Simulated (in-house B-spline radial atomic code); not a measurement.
Settings and results of a run for Cu III (Cu2+). Level of theory: Dirac-Kohn-Sham PBE0, spherical fractional occupations, exact exchange averaged over the configuration, Fermi nucleus of rms radius 3.8823 fm; calculated with an all-electron radial atomic-structure program (B-spline basis).

Command:
```bash
python run_scf.py task.json out
```
Settings (nuclear radius in fm, mass in u):
```
Z                29
configuration    [Ar] 3d9
hamiltonian      dirac
method           pbe0
spin_polarised   False
nucleus          fermi
rms_radius       3.8823
atomic_mass      62.9296
speed_of_light   137.035999084
exact_exchange   averaged over the configuration
```

Output (hartree, bohr):
```
 radial grid: 69 intervals, B-splines of order 8, outer radius 25.5556 bohr

 iter        energy (Eh)    residual
    1       -1647.479584    3.80e-01
    2       -1646.496351    5.65e-01
    3       -1653.798492    3.09e-02
    4       -1653.815689    1.68e-02
    5       -1653.819709    2.90e-03
    6       -1653.819787    1.03e-03
    7       -1653.819798    8.78e-04
    8       -1653.819819    1.83e-05
    9       -1653.819820    3.32e-07
   10       -1653.819820    2.89e-08

 total energy                     -1653.81982
 kinetic                            1682.4663
 electron-nucleus                  -3962.0853
 Hartree                             692.6473
 exact exchange                      -16.3026
 exchange-correlation                -50.5456

 first-order corrections (not in the total)
   Gaunt                             0.7465
   retardation                      -0.0679
   frequency dependence             -0.0022
   self-energy                       0.4982
   Uehling                          -0.0449
   Wichmann-Kroll                    0.0003
   recoil                            0.0109

 orbital      occ     eigenvalue          <r>       <r^2>       <1/r>     <1/r^3>     <1/r^2>       r_max    small
 1s1/2      2.000      -328.0036    0.0521241  0.00365509     29.1591           -     1750.52     0.03411  1.09e-02
 2s1/2      2.000       -40.6530     0.234688   0.0650536     6.36715           -     172.949      0.1965  2.08e-03
 2p1/2      2.000       -35.6847     0.204087   0.0511922     6.31325           -     56.1251      0.1564  2.06e-03
 2p3/2      4.000       -34.9289     0.207386   0.0527296     6.17321     686.868     52.2194      0.1591  2.02e-03
 3s1/2      2.000        -5.4070     0.709903    0.582221     2.00385           -     26.0677      0.6133  4.55e-04
 3p1/2      2.000        -3.8459     0.738503    0.643772     1.87077           -     7.99815      0.6145  4.08e-04
 3p3/2      4.000        -3.7486     0.748694    0.661603     1.83791     87.1683     7.44821      0.6224  3.99e-04
 3d3/2      3.600        -1.1961     0.912241     1.08538     1.46691     8.45059     2.95218      0.5979  2.73e-04
 3d5/2      5.400        -1.1846     0.918342     1.10031     1.45746     8.23756     2.91236      0.6009  2.71e-04
```

Run time, properties included: 3.5 s on 1 thread of Arm Neoverse N1, on a shared host.

For the Dirac Hamiltonian the kinetic term is c α·p + (β - 1)c².
